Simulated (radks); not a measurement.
Q: The table gives one normalised radial function P(r) = r R(r) (large component) of Eu in [Xe] 4f7 6s2 (r in bohr). Method: Dirac Kohn-Sham, exchange-only B88, spin-unpolarised, spherical densities, finite nucleus; open shells fill j = l - 1/2 first; Fermi nuclear charge, rms radius 5.1115 fm; computed with a radial shooting solver on a logarithmic mesh with Libxc functionals.

r	P
0.00344	0.0000
0.00556	0.0000
0.009057	0.0000
0.01475	0.0001
0.02404	0.0007
0.03916	0.0037
0.06379	0.0182
0.1039	0.0756
0.1679	0.2434
0.2736	0.5860
0.4457	0.9515
0.726	0.9871
1.183	0.6826
1.927	0.3395
3.139	0.1283
5.072	0.0392
8.263	0.0080
13.46	0.0008
21.93	0.0000

Which n and l does it have? It may be an empty orbital.

A: n = 4, l = 3: the number of nodes gives n - l - 1 = 0, the rise at small r points to l (for j = l - 1/2 the large component starts outside the nucleus as r^gamma with gamma = sqrt(l^2 - (Z/c)^2) = 2.96 and the r^(l+1) term takes over further out; the orbital of l - 1 with the same j starts with the same power, but with a larger coefficient, and does not steepen), and the extent must fit the shell. The curve is that of 4f5/2; the two j differ most near the nucleus, where j = l - 1/2 has the larger amplitude, and in heavy atoms j = l - 1/2 is also the more compact. 4f5/2: eigenvalue -1.880 eV, 0 radial nodes, <r> = 0.979 bohr, 90 % of the charge inside 1.73 bohr.
